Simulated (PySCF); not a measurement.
Species: C7H10SSi.
Atom-mapped SMILES: `[CH2:1]=[CH:2][CH2:3][c:4]1[cH:5][s:6][c:7]([SiH3:8])[cH:9]1`

Cartesian coordinates in Å at the GFN2-xTB level; atoms count from 1:
```
atom  x, y, z in Å
C1     2.6700   -1.3750   -1.1748
C2     2.2345   -0.9710    0.0029
C3     1.8813    0.4476    0.3351
C4     0.4217    0.5398    0.6694
C5    -0.0827    0.7974    1.9056
S6    -1.8017    0.8003    1.9235
C7    -1.8691    0.4353    0.2257
Si8   -3.5162    0.2385   -0.6448
C9    -0.6085    0.3301   -0.2805
H10    2.9002   -2.4079   -1.3736
H11    2.8230   -0.6863   -1.9904
H12    2.0816   -1.6798    0.8065
H13    2.1051    1.0931   -0.5175
H14    2.4690    0.7819    1.1939
H15    0.4527    0.9915    2.8145
H16   -4.2574    1.4988   -0.5631
H17   -3.2232   -0.1026   -2.0367
H18   -4.2774   -0.8263    0.0112
H19   -0.4126    0.1040   -1.3142
```

NICS is the negative of the GIAO shielding at a point without a nucleus: at the ring centre (0) and 1 Å above and below it (1); zz is the component along the ring normal. Level: GIAO PBE0/pcSseg-1 (PySCF, non-relativistic, gas phase) on the GFN2-xTB geometry, one conformer.

Ring bond lengths (Å), with Mayer bond orders in brackets: C4–C5 1.360 (1.57), C5–S6 1.719 (1.18), S6–C7 1.738 (1.15), C7–C9 1.362 (1.58), C9–C4 1.417 (1.24).

Q: Give the NICS values of each ring in ppm.

A: 
```tsv
ring	type	NICS(0)	NICS(1), two faces	NICS(1)zz, two faces	rms pucker (Å)	centre to ring atoms, mean (Å)
C4–C5–S6–C7–C9	5-membered ring with S; formal bonds all aromatic	-11.5	-11.1 / -11.0	-25.4 / -25.6	0.00	1.29
```

Q: What can be read from them?

A: 
- C4–C5–S6–C7–C9: mean NICS(1)zz -25.5 ppm, shielded. The ring is flat and has no four-coordinate atom; by the NICS criterion it is aromatic.

Q: What does the geometric index give? Use HOMA with the parameters of Krygowski (1993).

A: 
- C4–C5–S6–C7–C9: HOMA 0.78; the largest term is that of S6–C7, α(R − Ropt)² = 0.35. The geometric and the magnetic index point the same way.

Q: List the ring angles and the Hirshfeld charges of the ring atoms.

A: 
- C4–C5–S6–C7–C9: C4 111.6° (-0.015 e), C5 112.4° (-0.087 e), S6 91.6° (+0.095 e), C7 110.1° (-0.129 e), C9 114.3° (-0.071 e); sum 540.0° against 540° for a flat convex ring.

Hardware: an x86-64 server with one thread, shared host. Cost: 25 s wall. This is the whole shielding run at PBE0/pcSseg-1, SCF included.
